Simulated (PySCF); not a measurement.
CH₅NOZn. Atoms are numbered in the order given.

```xyz
9

Zn     0.0568    -0.4087     0.0000
O      0.5070     1.3049     0.0000
C     -0.3504     2.3927     0.0000
H     -1.0132     2.4415    -0.8906
H      0.2371     3.3306     0.0000
H     -1.0132     2.4415     0.8906
N     -0.1097    -2.2134     0.0000
H     -0.5504    -2.6278     0.8181
H     -0.5504    -2.6278    -0.8181
```
Charge 0, spin multiplicity 1.

Geometry: PBE0-D3(BJ)/def2-SVP. The structure was generated by enumeration; whether it is a known compound was not checked. One conformer was computed; it need not be the lowest.

All values below come from TDDFT-LC-ωPBE/def2-SVPD run with PySCF.

Vertical excitations. The molecule is in vacuum. State labels are in the subgroup Cs.

```csv
state,symmetry,energy (eV),λ (nm),f,main pairs
S1,A',5.77,215,0.088,HOMO→LUMO 82 %
S2,A",5.98,207,0.006,HOMO−1→LUMO 83 %
S3,A",6.61,188,0.004,HOMO→LUMO+1 91 %
S4,A',6.66,186,0.037,HOMO−2→LUMO 72 %
S5,A',7.15,173,0.040,HOMO−1→LUMO+1 76 %
S6,A",7.32,169,0.014,HOMO−1→LUMO+2 88 %
S7,A',7.39,168,0.081,HOMO→LUMO+2 77 %
S8,A",7.54,164,0.006,HOMO−2→LUMO+1 89 %
S9,A',7.93,156,0.019,"HOMO→LUMO+3 43 %, HOMO→LUMO+4 17 %, HOMO−2→LUMO+2 11 %"
S10,A',8.03,154,0.003,HOMO−2→LUMO+2 74 %
T1,A',5.11,243,0,HOMO→LUMO 82 %
T2,A",5.64,220,0,HOMO−1→LUMO 77 %
T3,A',6.06,205,0,HOMO−2→LUMO 68 %
T4,A",6.52,190,0,HOMO→LUMO+1 89 %
```
Triplets are in the Tamm–Dancoff approximation, which puts them higher than full response would, so one can lie above its singlet here.
